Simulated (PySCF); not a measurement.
This PySCF input asks for the NMR shieldings of SMILES [C@H]1(C=C)[C@H](C=C)P1, C6H9P; the geometry comes from PBE0-D3(BJ)/def2-SVP.

```python
import basis_set_exchange as bse
import numpy as np
from pyscf import gto, dft
from pyscf.prop import nmr

atoms = """
C    -2.936057    0.456927   -0.981379
C    -1.871169    0.739854   -0.226509
C    -0.942495   -0.260718    0.326568
P    -0.449933   -0.093397    2.139173
C     0.502156    0.086260    0.529552
C     1.552809   -0.878202    0.168279
C     2.782784   -0.557729   -0.243019
H    -3.587439    1.247810   -1.359188
H    -3.192775   -0.573706   -1.246057
H    -1.650490    1.786829    0.017815
H    -1.136103   -1.289777    0.003734
H    -0.154871   -1.483438    2.304791
H     0.760023    1.133606    0.329885
H     1.274628   -1.936178    0.259138
H     3.103327    0.483796   -0.343415
H     3.513143   -1.330644   -0.492935
"""
names = dict.fromkeys(["C", "P", "H"], "pcSseg-1")
basis = {el: gto.basis.parse(bse.get_basis(n, elements=[el], fmt="nwchem")) for el, n in names.items()}
mol = gto.M(atom=atoms, basis=basis, charge=0, verbose=0)
mf = dft.RKS(mol, xc="HYB_GGA_XC_WP04")
mf.grids.level = 2
mf.grids.alignment = dft.numint.BLKSIZE   # the property module wants whole blocks of grid points
mf.conv_tol = 1e-9
mf.kernel()

calc = nmr.RKS(mf)   # GIAO
C = mf.mo_coeff
Co = C[:, mf.mo_occ > 0]
resp = mf.gen_response(singlet=True, hermi=2)
def vind(x):   # induced exchange potential for any number of trial vectors
    d = np.einsum("pi,xij,qj->xpq", C, 2 * x.reshape(-1, C.shape[1], Co.shape[1]), Co, optimize=True)
    return np.einsum("xpq,pi,qj->xij", resp(d - d.transpose(0, 2, 1)), C, Co, optimize=True).ravel()
mo1, _ = nmr.rhf.solve_mo1(calc, with_cphf=vind)
sigma = calc.kernel(mo1)
for i, s in enumerate(sigma):   # ppm
    w = np.linalg.eigvalsh((s + s.T) / 2)
    print("%2d %-2s iso %8.1f  s11 %8.1f  s22 %8.1f  s33 %8.1f" % (i, mol.atom_pure_symbol(i), w.mean(), *w))
```

Task: What does it print?

Result: 
```
 0 C  iso     52.7  s11    -62.1  s22     73.8  s33    146.4
 1 C  iso     25.9  s11    -94.8  s22     40.8  s33    131.7
 2 C  iso    136.4  s11    101.9  s22    132.8  s33    174.6
 3 P  iso    517.7  s11    319.6  s22    419.2  s33    814.4
 4 C  iso    136.1  s11    101.4  s22    132.5  s33    174.6
 5 C  iso     24.0  s11    -93.9  s22     43.7  s33    122.2
 6 C  iso     53.3  s11    -60.8  s22     74.2  s33    146.5
 7 H  iso     26.5  s11     23.5  s22     25.5  s33     30.6
 8 H  iso     26.3  s11     22.7  s22     25.5  s33     30.9
 9 H  iso     26.6  s11     23.9  s22     24.5  s33     31.6
10 H  iso     29.4  s11     24.0  s22     28.8  s33     35.4
11 H  iso     31.6  s11     24.8  s22     28.0  s33     41.8
12 H  iso     29.8  s11     24.7  s22     28.5  s33     36.1
13 H  iso     26.6  s11     23.8  s22     24.6  s33     31.4
14 H  iso     26.3  s11     22.7  s22     25.4  s33     30.9
15 H  iso     26.6  s11     23.5  s22     25.5  s33     30.7
```

These numbers come from an equivalent density-fitted implementation of the same equations, which agrees with the script to about 0.01 ppm for H and up to a few tenths of a ppm for heavy atoms, so last digits may differ.

Size and cost of the density-fitted run: 171 basis functions.
